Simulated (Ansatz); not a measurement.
`N#CB(F)F` + H₂ → `N#CBF` + H–F  (hydrogenolysis of a B–F bond)

Isolated molecules relaxed with PBE0-D4/def2-TZVP in Ansatz; ΔE leaves out vibrations. CCSD(T)/CBS adds triple-zeta CCSD(T) − MP2 to the extrapolated MP2 energy (def2 sets, frozen cores). This one scheme is used for every species.

```tsv
species	CCSD(T)/CBS(def2) energy (Eh)
`N#CB(F)F`	-317.24121
H₂	-1.17544
`N#CBF`	-217.97421
H–F	-100.39570
```

Q: Work out ΔE.

A: ΔE = (-217.97421) + (-100.39570) − (-317.24121) − (-1.17544) = 0.04674 Eh = +122.7 kJ/mol.

Largest T1 diagnostic among the species: 0.015.

Leaving LDA and LC-ωPBE aside and taking each functional with its dispersion term where it has one, the values, not all of them listed here, spread over 14.3 kJ/mol, from HSE06-D4 to B97M-V. LDA lies +9.0 kJ/mol from PBE without D4. From r2SCAN to r2SCAN0 (25 % exact exchange), in def2-TZVPP and without D4, ΔE moves by −4.5 kJ/mol. At CCSD(T), def2-SVP lies +22.9 kJ/mol from the extrapolated value and def2-TZVPP +3.9 kJ/mol.
